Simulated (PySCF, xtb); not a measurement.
Mo(NH)(S)(Cl)(SH) (ClH2MoNS2), SMILES [Mo](=[S])([SH])(=[NH])[Cl], multiplicity 1.

xtb with GFN2-xTB at its own geometry gives an orbital gap of 1.99 eV and a dipole moment of 3.17 D.

Coordinates come from a PBE0-D3(BJ)/def2-SVP optimisation. The multiplicity is an assumed one; no other spin state was optimised. The structure was generated by enumeration; whether it is a known compound was not checked. The def2 effective core potentials stand for the cores of Mo; spin–orbit coupling is left out. Other conformers were not sampled.

Task: What does M06-2X/def2-TZVP in PySCF give? (Estimate from the structure and the level; the computed values follow.)

Result: gap 6.48 eV (levels -8.86 and -2.38 eV), dipole 1.65 D.
